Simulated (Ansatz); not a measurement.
Species: C4H9O, net charge 0, doublet state. It need not be the lowest isomer of its formula. 
Geometry from a B3LYP-D3(BJ)/def2-TZVP (Ansatz, a program for electronic structure) optimisation:
SMILES: [CH2]OC(C)C
```xyz
14

C     -0.0533     1.5629     0.2198
C     -0.4098     0.0848     0.2593
C     -1.7178    -0.2287    -0.4400
O      0.6073    -0.6907    -0.3997
C      1.7538    -0.8813     0.2902
H      0.9124     1.7403     0.6935
H     -0.8098     2.1496     0.7440
H      0.0008     1.9095    -0.8139
H     -0.4591    -0.2531     1.3023
H     -1.6641     0.0657    -1.4896
H     -1.9352    -1.2957    -0.3915
H     -2.5378     0.3162     0.0299
H      2.4804    -1.4899    -0.2260
H      1.7165    -0.8427     1.3739
```
Charge 0, spin multiplicity 2.

Parts of the frozen-core correlation energy in cc-pwCVTZ (Ansatz, hartree). Frozen orbitals: 5; correlated occupied orbitals by spin: 16 and 15; virtual: 320 and 321. UHF or UKS for open shells. Spin-orbit coupling is left out. No relativistic terms.

| term | value |
|---|---|
| reference (HF) | -231.60464 |
| MP2 opposite-spin | -0.71264 |
| MP2 same-spin | -0.21353 |
| CCSD correlation | -0.97372 |
| (T) | -0.03838 |
| T1 diagnostic | 0.014 |
| largest doubles amplitude | 0.012 |
| <S^2> of the reference | 0.762 |
